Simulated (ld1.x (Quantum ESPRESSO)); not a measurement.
## Scattering properties, TM potential for Ga

* Element: gallium
* Generator: ld1.x (Quantum ESPRESSO) 7.5
* Type: norm-conserving Troullier–Martins (Kleinman–Bylander form)
* Functional: PBE
* Relativity: scalar-relativistic
* Frozen core: [Ar] 3d10
* Valence charge: 3
* Reference configuration: 4s2 4p1
* Partial waves: 4s (bound): rc 1.80 bohr; 4p (bound): rc 2.25 bohr
* Local potential: all-electron potential smoothed inside 2.20 bohr (lloc = -1)
* Core correction: a·sin(br)/r model core, default radius (core density twice the valence density)

The phase is arctan(r·u′/u) with u = r·R(r), unwrapped; energies in Ry, scanned from -3 to 5 Ry. A pole is an energy at which the radial function vanishes at the test radius. The pseudo phase is shifted by a multiple of π to meet the all-electron one at the reference energy, and phase errors are pseudo minus all-electron; the curves can meet again beyond the range given. Levels narrower than the energy grid can be missing from the lists of poles.

Task: For each channel, where are the poles, and over which energies does the pseudopotential scatter like the atom?

Result:

```tsv
channel	radius (bohr)	reference energy (Ry)	poles, all-electron	poles, pseudo	unbroken range about the reference energy with phases within 0.05 rad	phase error 1 Ry above the reference energy (rad)
s	2.45	-0.66	0.81	0.78	below 2.6	-0.003
p	2.45	-0.19	1.99	1.89	below 3.3	-0.006
```

Phases in the s channel:

```csv
E (Ry),all-electron,pseudo
-3.00,1.268,1.268
-2.76,1.245,1.245
-2.52,1.216,1.216
-2.28,1.179,1.178
-2.04,1.129,1.127
-1.80,1.056,1.055
-1.56,0.943,0.942
-1.32,0.749,0.748
-1.08,0.382,0.381
-0.84,-0.236,-0.236
-0.60,-0.811,-0.811
-0.36,-1.133,-1.134
-0.12,-1.307,-1.309
0.12,-1.412,-1.414
0.36,-1.483,-1.486
0.60,-1.535,-1.538
0.84,-1.575,-1.580
1.08,-1.609,-1.616
1.32,-1.639,-1.648
1.56,-1.667,-1.678
1.80,-1.694,-1.709
2.04,-1.721,-1.741
2.28,-1.750,-1.778
2.52,-1.782,-1.822
2.76,-1.818,-1.879
3.00,-1.861,-1.959
3.24,-1.915,-2.083
3.48,-1.986,-2.306
3.72,-2.086,-2.758
3.96,-2.234,-3.489
4.20,-2.470,-4.033
4.44,-2.845,-4.302
4.68,-3.333,-4.447
4.92,-3.760,-4.537
```
